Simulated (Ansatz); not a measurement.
`C[SiH2]BO` → `BO` + `C[SiH]` at 400 K and 1 bar (silylene formation by 1,1-elimination).

Isolated molecules relaxed with PBE0-D4/def2-TZVP in Ansatz; ΔE leaves out vibrations. CCSD(T)/CBS adds triple-zeta CCSD(T) − MP2 to the extrapolated MP2 energy (def2 sets, frozen cores). This one scheme is used for every species. One conformer a species, not always the lowest.

| species | CCSD(T)/CBS energy (Eh) | H − E (kJ/mol) | S (J/(mol·K)) |
| --- | --- | --- | --- |
| `C[SiH2]BO` | -431.35068 | 245.0 | 368.0 |
| `BO` | -101.80414 | 108.2 | 244.0 |
| `C[SiH]` | -329.46712 | 128.7 | 279.3 |

H − E and S are ideal-gas, rigid-rotor, harmonic terms from PBE0-D4/def2-TZVP, for one conformer and one mirror image of each species. 1 Eh = 2625.50 kJ/mol, R = 8.31446 J/(mol·K).

Problem. By hand: ΔE, ΔH, ΔS and ΔG.

Solution. ΔE = (-101.80414) + (-329.46712) − (-431.35068) = 0.07942 Eh = 208.5 kJ/mol. Δ(H − E) = 108.2 + 128.7 − 245.0 = -8.1, so ΔH = 200.4 kJ/mol. ΔS = 244.0 + 279.3 − 368.0 = 155.3 J/(mol·K). ΔG = 200.4 − 400 × (155.3)/1000 = 138.3 kJ/mol.

Problem. By hand: the equilibrium constant, and the temperature at which ΔG would vanish if ΔH and ΔS stayed fixed.

Solution. log₁₀ K = −ΔG/(RT ln 10) = -18.1. ΔG = 0 at ΔH/ΔS = 1290 K.

The number of gas molecules changes by +1, which sets the sign of ΔS. A doubt of 5 kJ/mol in ΔE shifts log₁₀ K by 0.7 here. Other conformers and mirror images would add mixing entropy, several J/(mol·K) or more a flexible species. These are equilibria of isolated gas molecules and say nothing of rates. Largest T1 diagnostic: 0.014 (customary marks: 0.02 for closed shells, 0.045 for open ones).
